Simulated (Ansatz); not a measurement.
Calculated with Ansatz (gas phase, PBE0-D4/def2-TZVP geometries, no zero-point term in ΔE). CCSD(T)/CBS is the MP2 limit (def2-TZVPP, def2-QZVPP) plus CCSD(T) − MP2 in def2-TZVPP, frozen cores. DFT in def2-TZVPP. For Br outer-core shells are correlated without core-valence functions, which leaves a few kJ/mol of doubt a bond. Scalar relativity is left out up to krypton. Each species was taken in one conformer, which may not be the lowest.

Consider the isomerisation: `C[SiH2]C(F)Br` → `C[Si](C)(F)Br`.

```tsv
species	r2SCAN-D4 energy (Eh)
`C[SiH2]C(F)Br`	-3043.27017
`C[Si](C)(F)Br`	-3043.42765
```

Question: Work out ΔE.

Answer: ΔE = (-3043.42765) − (-3043.27017) = -0.15748 Eh = -413.5 kJ/mol. CCSD(T)/CBS gives -418.9 kJ/mol.

Largest T1 diagnostic among the species: 0.010.

From PBE to PBE0 (25 % exact exchange), in def2-TZVPP and without D4, ΔE moves by −16.6 kJ/mol.
